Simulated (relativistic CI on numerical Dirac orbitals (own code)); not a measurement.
## Inner-shell lines of Ru39+

Method of calculation: Dirac-Coulomb-Breit CI, separate exchange-only KLI orbitals for each configuration, model QED, valence Slater integrals scaled by 0.85 (own radial code, finite nucleus).

Configurations in the expansion: 1s2 2s2 2p, 1s 2s2 2p2, 1s 2s2 2p 3p, 1s2 2s 2p2, 1s 2s 2p3, 1s 2s 2p2 3p. Levels of other configurations are missing.

The table holds the strongest lines. The upper levels have an inner-shell vacancy. Auger decay, open to those above the ionisation limit, is not computed, and radiative decays to configurations outside the model are missing too. Absolute energies can be off by a few tenths of a per cent, and at this charge the scaling can make term splittings too narrow, so close lines can change order. LS names give the leading component, which can be well under half, for lower levels too. Brackets number the levels in order of energy.

```
 E (eV)                   Upper                   Lower   A (s⁻¹)  gA (s⁻¹)
19498.3  1s 2s 2p3 6S°_5/2 [16]   1s2 2s 2p2 4P_3/2 [4]  7.88e+14  4.73e+15
19498.5  1s 2s 2p3 4D°_7/2 [24]   1s2 2s 2p2 2D_5/2 [8]  1.08e+15  8.63e+15
19502.1  1s 2s 2p3 4P°_3/2 [28]   1s2 2s 2p2 2S_1/2 [9]  9.97e+14  3.99e+15
19514.2  1s 2s 2p3 2D°_3/2 [30]  1s2 2s 2p2 2P_3/2 [10]  1.06e+15  4.23e+15
19515.5  1s 2s2 2p2 2D_5/2 [13]  1s2 2s2 2p 2P°_3/2 [3]  1.23e+15  7.37e+15
19518.1  1s 2s2 2p2 4P_1/2 [11]  1s2 2s2 2p 2P°_1/2 [1]  1.71e+15  3.42e+15
19519.5  1s 2s 2p3 4D°_3/2 [25]   1s2 2s 2p2 2D_5/2 [8]  8.46e+14  3.38e+15
19527.8  1s 2s 2p3 2D°_5/2 [32]  1s2 2s 2p2 2P_3/2 [10]  8.89e+14  5.33e+15
19539.5  1s 2s 2p3 2D°_5/2 [27]   1s2 2s 2p2 2D_5/2 [8]  5.73e+14  3.44e+15
19563.1  1s 2s 2p3 2P°_3/2 [20]   1s2 2s 2p2 4P_5/2 [5]  1.16e+15  4.64e+15
19578.9  1s 2s 2p3 2D°_5/2 [32]   1s2 2s 2p2 2D_5/2 [8]  6.47e+14  3.88e+15
19638.5  1s 2s 2p3 4D°_5/2 [23]   1s2 2s 2p2 4P_3/2 [4]  1.12e+15  6.71e+15
19638.7  1s 2s 2p3 4D°_7/2 [24]   1s2 2s 2p2 4P_5/2 [5]  1.05e+15  8.42e+15
19658.9  1s 2s 2p3 4D°_3/2 [17]   1s2 2s 2p2 4P_1/2 [2]  2.60e+15  1.04e+16
19659.1  1s 2s 2p3 2P°_3/2 [35]   1s2 2s 2p2 2S_1/2 [9]  1.51e+15  6.03e+15
19667.9  1s 2s 2p3 2S°_1/2 [29]   1s2 2s 2p2 2P_1/2 [7]  2.54e+15  5.08e+15
19668.0  1s 2s2 2p2 4P_5/2 [19]  1s2 2s2 2p 2P°_3/2 [3]  9.11e+14  5.47e+15
19670.4  1s 2s 2p3 2S°_1/2 [29]   1s2 2s 2p2 2D_3/2 [6]  2.19e+15  4.39e+15
19670.6  1s 2s 2p3 2D°_3/2 [30]   1s2 2s 2p2 2D_3/2 [6]  2.14e+15  8.56e+15
19675.7  1s 2s 2p3 4P°_5/2 [34]   1s2 2s 2p2 2D_5/2 [8]  2.38e+15  1.43e+16
19677.2  1s 2s 2p3 2D°_3/2 [31]   1s2 2s 2p2 2P_1/2 [7]  1.34e+15  5.34e+15
19677.3  1s 2s2 2p2 2P_1/2 [14]  1s2 2s2 2p 2P°_1/2 [1]  3.30e+15  6.61e+15
19679.7  1s 2s 2p3 2D°_5/2 [27]   1s2 2s 2p2 4P_5/2 [5]  3.08e+15  1.85e+16
19679.7  1s 2s 2p3 2D°_3/2 [31]   1s2 2s 2p2 2D_3/2 [6]  1.11e+15  4.44e+15
19679.9  1s 2s 2p3 4D°_1/2 [18]   1s2 2s 2p2 4P_1/2 [2]  2.45e+15  4.90e+15
19681.5  1s 2s 2p3 4D°_3/2 [25]   1s2 2s 2p2 4P_3/2 [4]  3.35e+15  1.34e+16
19684.3  1s 2s 2p3 2D°_5/2 [32]   1s2 2s 2p2 2D_3/2 [6]  7.42e+14  4.45e+15
19685.5  1s 2s 2p3 2P°_1/2 [36]  1s2 2s 2p2 2P_3/2 [10]  4.32e+15  8.64e+15
19687.6  1s 2s2 2p2 2D_3/2 [15]  1s2 2s2 2p 2P°_1/2 [1]  2.76e+15  1.11e+16
19692.2  1s 2s 2p3 4P°_3/2 [28]   1s2 2s 2p2 4P_5/2 [5]  1.78e+15  7.14e+15
19694.6  1s 2s 2p3 2P°_3/2 [37]  1s2 2s 2p2 2P_3/2 [10]  1.93e+15  7.71e+15
19695.3  1s 2s2 2p2 2P_3/2 [21]  1s2 2s2 2p 2P°_3/2 [3]  4.43e+15  1.77e+16
19699.0  1s 2s 2p3 4P°_1/2 [26]   1s2 2s 2p2 4P_3/2 [4]  2.07e+15  4.14e+15
19709.0  1s 2s 2p3 2P°_3/2 [35]   1s2 2s 2p2 2D_5/2 [8]  2.95e+15  1.18e+16
19709.2  1s 2s2 2p2 2S_1/2 [22]  1s2 2s2 2p 2P°_3/2 [3]  2.28e+15  4.57e+15
```
